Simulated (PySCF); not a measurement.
3-phenylpyridine (C₁₁H₉N), SMILES c1cccc(-c2cnccc2)c1. Atoms are numbered in the order given.

```xyz
21

C      3.5301     0.2089     0.1552
C      2.9163    -0.9972    -0.1802
C      1.5283    -1.0841    -0.2390
C      0.7256     0.0326     0.0374
C     -0.7474    -0.0604    -0.0260
C     -1.4389    -1.1993     0.4047
C     -2.8262    -1.2285     0.3213
C     -3.4862    -0.1109    -0.1885
N     -2.8489     0.9783    -0.6090
C     -1.5241     0.9956    -0.5310
C      1.3560     1.2396     0.3745
C      2.7443     1.3266     0.4319
H      4.6194     0.2775     0.2010
H      3.5238    -1.8767    -0.4066
H      1.0572    -2.0267    -0.5281
H     -0.8902    -2.0466     0.8238
H     -3.3919    -2.1001     0.6572
H     -4.5800    -0.0975    -0.2591
H     -1.0263     1.8959    -0.9104
H      0.7485     2.1141     0.6188
H      3.2158     2.2740     0.7039
```

Coordinates come from a PBE0-D3(BJ)/def2-SVP optimisation. Other conformers were not sampled.

All values below come from B3LYP/pcSseg-1 (PySCF).

GIAO shieldings, no solvent; atoms listed in one row are averaged. δ = σ(ref) − σ: ¹³C against TMS (σ = 181.3 ppm); ¹⁵N against NH3 (σ = 265.5 ppm); ¹H against TMS (σ = 31.68 ppm), references at their B3LYP-D3(BJ)/def2-TZVP geometries, non-relativistic.

Computed chemical shifts:
| nucleus | atoms | count | δ (ppm) |
|---|---|---|---|
| ¹³C | C10 | 1 | 157.0 |
| ¹³C | C8 | 1 | 156.8 |
| ¹³C | C4 | 1 | 147.9 |
| ¹³C | C5 | 1 | 145.2 |
| ¹³C | C6 | 1 | 141.8 |
| ¹³C | C2, C12 | 2 | 137.1 |
| ¹³C | C1 | 1 | 135.9 |
| ¹³C | C3, C11 | 2 | 135.6 |
| ¹³C | C7 | 1 | 130.8 |
| ¹⁵N | N9 | 1 | 371.0 |
| ¹H | H19 | 1 | 9.13 |
| ¹H | H18 | 1 | 8.94 |
| ¹H | H16 | 1 | 7.97 |
| ¹H | H20 | 1 | 7.86 |
| ¹H | H14, H21 | 2 | 7.76 |
| ¹H | H15 | 1 | 7.75 |
| ¹H | H13 | 1 | 7.67 |
| ¹H | H17 | 1 | 7.47 |
